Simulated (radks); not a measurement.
Problem. Species: Dy VII. Configuration: [Kr] 4d10 4f8 5s2 5p4 (the NIST ground configuration). Method: scalar-relativistic Kohn-Sham, LDA (Slater exchange, VWN5 correlation), spin-polarised, spherical densities, finite nucleus; open shells are filled with parallel spins first (spin-orbit coupling, left out, can overturn this in heavy ions); Fermi nuclear charge, rms radius 5.2218 fm; computed with a radial shooting solver on a logarithmic mesh with Libxc functionals. Some entries of the table are withheld. Estimate them.

orbital,occ.,eigenvalue (hartree),<r^2> (bohr^2)
1s up,1,-1973.108,0.0006103
1s down,1,-1973.101,0.0006103
2s up,1,-331.3861,0.009534
2s down,1,-331.3775,0.009533
2p up,3,-294.5770,0.007712
2p down,3,-294.5679,0.007712
3s up,1,-76.39324,0.06304
3s down,1,-76.28537,0.06295
3p up,3,-65.08871,0.06329
3p down,3,-64.98106,0.06317
3d up,5,-50.49430,0.05295
3d down,5,-50.40925,0.05281
4s up,1,-17.81503,0.3158
4s down,1,-17.59285,0.3159
4p up,3,-14.07735,0.3562
4p down,3,-13.85772,0.3564
4d up,5,-8.97888,0.4228
4d down,5,-8.76151,0.4236
5s up,1,-4.75820,1.635
5s down,1,-4.58839,1.667
5p up,3,-3.74845,(1)
5p down,1,-3.59792,(2)
4f up,7,-3.38053,(3)
4f down,1,-3.16650,(4)
5d up,0,-2.44075,3.181
5d down,0,-2.33069,3.357
6s up,0,-1.98796,6.577
6s down,0,-1.93913,6.824

Solution. 
(1) 5p up <r^2> (bohr^2): 2.057
(2) 5p down <r^2> (bohr^2): 2.118
(3) 4f up <r^2> (bohr^2): 0.6716
(4) 4f down <r^2> (bohr^2): 0.6918
